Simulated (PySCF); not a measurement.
Thallium: a sound run and one with changed settings

Sound run: Tl [Xe] 4f14 5d10 6s2 6p1, Tl⁺ [Xe] 4f14 5d10 6s2. Computed with PySCF 2.14 in def2-TZVP with the def2 core potential (60 electrons) (6s5p3d2f, 50 functions), with a scalar-relativistic core potential. The sound run starts from symmetry-adapted Hartree-Fock orbitals and uses a fine grid where one is needed.

Changed run: 6 angular points. This setting is unsound on purpose.

```json
{"species": "Tl", "method": "UHF", "sound run (hartree)": "-171.51500", "changed run (hartree)": "-171.51500", "converged": "yes"}
{"species": "Tl", "method": "B3LYP", "sound run (hartree)": "-172.56695", "changed run (hartree)": "-174.97665", "converged": "yes"}
{"species": "Tl", "method": "r2SCAN", "sound run (hartree)": "-172.57853", "changed run (hartree)": "-177.57147", "converged": "no"}
{"species": "Tl⁺", "method": "UHF", "sound run (hartree)": "-171.33078", "changed run (hartree)": "-171.33078", "converged": "yes"}
{"species": "Tl⁺", "method": "B3LYP", "sound run (hartree)": "-172.36469", "changed run (hartree)": "-174.41061", "converged": "yes"}
{"species": "Tl⁺", "method": "r2SCAN", "sound run (hartree)": "-172.37643", "changed run (hartree)": "-176.61116", "converged": "yes"}
```

Ionisation energy of Tl:

```tsv
method	sound run (eV)	changed run (eV)
UHF	5.013	5.013
```

A coarse angular grid integrates products of high-l functions wrongly, so density functionals can shift, and the SCF can exploit the error; Hartree-Fock and MP2 need no grid.

For comparison, NIST gives 6.108 eV between the lowest levels.
